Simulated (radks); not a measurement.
Valence configurations of neutral ruthenium (all share [Kr]). All-electron calculation, Dirac Kohn-Sham, BLYP, spin-unpolarised, spherical densities, point nucleus; open shells are shared between the two j in proportion to 2j + 1. Program: a radial shooting solver on a logarithmic mesh with Libxc functionals. Energies are relative to 4d7 5s1; eigenvalues in eV.

valence          E (eV)  e(4d3/2)  e(4d5/2)  e(5p1/2)  e(5p3/2)  e(5s1/2)
4d7.5 5s0.5      -0.260    -4.230    -3.922         -         -    -3.839
4d8              -0.221    -3.302    -3.009         -         -         -
4d7 5s1           0.000    -5.284    -4.962         -         -    -4.242
4d6.5 5s1.5       0.603    -6.449    -6.113         -         -    -4.671
4d7.5 5p0.5       1.328    -5.064    -4.754    -1.258    -1.160         -
4d6 5s2           1.590    -7.710    -7.358         -         -    -5.118
4d7 5s0.5 5p0.5   1.699    -6.102    -5.777    -1.424    -1.308    -4.830
4d6.5 5s1 5p0.5   2.419    -7.248    -6.908    -1.607    -1.473    -5.230
4d7 5p1           3.481    -6.822    -6.495    -1.772    -1.642         -
4d6 5s1 5p1       5.537    -9.193    -8.836    -2.139    -1.971    -6.120

NIST lists [Kr] 4d7 5s1 as the ground configuration; this level of theory puts 4d7.5 5s0.5 lower, by 0.260 eV. The energies are those of spherical spin-averaged densities, not of single terms.
